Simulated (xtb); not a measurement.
GeI2, singlet, at a GFN2-xTB geometry. Base run: GFN2-xTB in xtb 6.7.1.

Here is a job for xtb.
```
$ xtb mol.xyz --gfn 2 --json

# file mol.xyz
3

Ge     0.00153259    -0.00969248     1.22657057
I      1.01567043    -1.73555606    -0.38529276
I     -1.01659577     1.74140812    -0.35527815
```

Variants of this job, named by their change:

```tsv
change	ΔE vs base (mEh)	HOMO-LUMO gap (eV)	dipole (D)	G_solv (kcal/mol)	SCF cycles
base	0.000	3.23	7.07	-	15
acc = 0.1	0.000	3.23	7.07	-	16
acc = 30	0.000	3.23	7.07	-	12
etemp = 1000	0.000	3.23	7.07	-	15
alpb = ether	-15.775	3.28	7.21	-9.98	14
acc = 1000	0.001	3.23	7.07	-	10
alpb = dmf	-16.305	3.27	7.18	-10.28	14
acc = 0.0001	0.000	3.23	7.07	-	20
alpb = hexane	-11.799	3.30	7.26	-7.55	15
```

ALPB and GBSA are two models with their own fitted parameters for each solvent, which aren't always the measured dielectric constant.
